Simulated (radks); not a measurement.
Radial electron density D(r) = 4 pi r^2 rho(r) of an atom or ion with 28 electrons. Method: scalar-relativistic Kohn-Sham, PBEsol, spin-polarised, spherical densities, finite nucleus; Fermi nuclear charge, rms radius of each element as measured or else 0.836 A^(1/3) + 0.57 fm; computed with a radial shooting solver on a logarithmic mesh with Libxc functionals.

r (bohr)  D(r) (e/bohr)
0.001329          3.400
0.001511          4.218
0.001703          5.150
0.001921          6.272
0.002165          7.616
0.002442          9.215
0.002753          11.11
0.003129          13.49
0.003528          16.11
0.003977          19.13
0.004485          22.58
0.005056          26.47
0.005701          30.78
0.006479          35.81
0.007306          40.84
0.008237          46.07
0.009287          51.33
0.01047           56.41
0.01181           61.05
0.01331           64.97
0.01513           68.07
0.01706           69.72
0.01923           70.04
0.02169           69.07
0.02445           67.07
0.02757           64.52
0.03133           62.00
0.03533           60.68
0.03983           61.13
0.04491           63.83
0.05063           68.77
0.05709           75.27
0.06489           82.46
0.07316           87.65
0.08249           89.72
0.093             87.76
0.1049            82.08
0.1182            74.28
0.1344            66.47
0.1515            62.23
0.1708            62.23
0.1926            65.69
0.2172            69.98
0.2448            71.70
0.2761            68.25
0.3138            58.29
0.3538            44.88
0.3989            30.58
0.4497            18.23
0.5071            9.388
0.5717            4.117
0.6498            1.406
0.7326           0.4187
0.826           0.09992
0.9314          0.01863
1.05           0.002637
1.184         0.0002745

What is the nuclear charge?

Answer. Z = 54. The innermost maximum, from 1s, lies near gamma/Z bohr with gamma = sqrt(1 - (Z/c)^2) = 0.919, here 0.017 bohr (found: 0.0186), and its height grows with Z. The density is that of the xenon ion Xe26+ in [Ar] 3d10; the configuration itself is not fixed sharply by these data, and Z only to a few units. D(r) has 3 maxima, at r = 0.0186, 0.0825, 0.241 bohr, and minima at 0.0365, 0.160 bohr, inside which lie 1.98, 11.26 electrons.
